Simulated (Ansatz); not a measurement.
Frontier orbitals of `[CH3][Cd][O]C(C)(C)C`.

Charge 0, multiplicity 1. Correlated methods include outer-core shells of Cd, which these sets cover unevenly. Cd takes the def2 core potential. The geometry is a stationary point of PBE0-D4/def2-TZVP. It is one conformer, not always the lowest. Basis def2-TZVPP, the Gaussian-basis code of Ansatz.

```tsv
functional	HOMO (eV)	LUMO (eV)	gap (eV)
PBE	-5.36	-1.18	4.18
PBE0	-6.81	-0.38	6.43
r2SCANh	-6.17	-0.60	5.57
r2SCAN0	-7.01	-0.20	6.81
BHLYP	-8.24	0.29	8.53
CAM-B3LYP	-8.26	0.45	8.71
ωB97X-V	-9.26	1.45	10.71
ωB97M-V	-9.22	1.12	10.34
```

Against PBE, PBE0 changes HOMO and LUMO by −1.45 and +0.80 eV, ωB97M-V by −3.86 and +2.30 eV. A gap of 4.18 eV thus becomes 10.34 eV for the same molecule, so an orbital gap means little without its functional. A positive LUMO is unbound and depends on the basis.
